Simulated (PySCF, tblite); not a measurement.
Species: C₆H₆FP.
Bonds: C1–C2, C2–C3 (aromatic), C3–C4 (aromatic), C4–C5 (aromatic), C5–F6, C5–P7 (aromatic), P7–C8 (aromatic), C2–C8 (aromatic). Hydrogens: H9, H10, H11 on C1; H12 on C3; H13 on C4; H14 on C8.

Structure optimised with GFN2-xTB, isolated species.

Task: List the bond lengths and angles at this level.

Result: 
| bond | length (Å) | order |
| --- | --- | --- |
| C1–C2 | 1.501 | single |
| C2–C3 | 1.392 | aromatic |
| C3–C4 | 1.383 | aromatic |
| C4–C5 | 1.377 | aromatic |
| C5–F6 | 1.357 | single |
| C5–P7 | 1.739 | aromatic |
| P7–C8 | 1.732 | aromatic |
| C2–C8 | 1.383 | aromatic |
| C1–H9, C1–H10, C1–H11 | 1.088 | single |
| C3–H12 | 1.081 | single |
| C4–H13 | 1.081 | single |
| C8–H14 | 1.083 | single |

Bonds in one row agree within 0.01 Å and their mean is given. Orders are formal, as drawn. A selection of angles:
| angle | degrees |
| --- | --- |
| C2–C1–H9 | 110.8 |
| C2–C1–H10 | 109.7 |
| H9–C1–H10 | 108.1 |
| H9–C1–H11 | 109.0 |
| C1–C2–C3 | 119.0 |
| C1–C2–C8 | 119.3 |
| C3–C2–C8 | 121.8 |
| C2–C3–C4 | 123.3 |
| C2–C3–H12 | 118.5 |
| C4–C3–H12 | 118.2 |
| C3–C4–C5 | 122.4 |
| C3–C4–H13 | 119.8 |
| C5–C4–H13 | 117.8 |
| C4–C5–F6 | 117.0 |
| C4–C5–P7 | 127.1 |
| F6–C5–P7 | 115.9 |
| C5–P7–C8 | 98.0 |
| P7–C8–H14 | 115.0 |
| C2–C8–P7 | 127.5 |
| C2–C8–H14 | 117.5 |

The 5 C–C bonds span 1.377 Å (C4–C5, aromatic) to 1.501 Å (C1–C2, drawn single), a spread of 0.124 Å. The 6-membered ring C2–C3–C4–C5–P7–C8 has internal angles of 98.0° to 127.5°; it is planar, 0.00 Å rms from its mean plane, widest ring torsion 0°. Of the pairs four or more bonds apart, H11···H14 is among the closest relative to their van der Waals radii: 2.37 Å, 99 % of the sum of Bondi's values. The 8 heavy atoms lie in one plane (0.005 Å rms).

GFN2-xTB frequencies show an imaginary mode (26i cm⁻¹), so the point is no minimum at that level. 2 starts were optimised and ended at 0.00 and 0.02 kcal/mol (GFN2-xTB); the lowest of these is shown.

These are computed values.
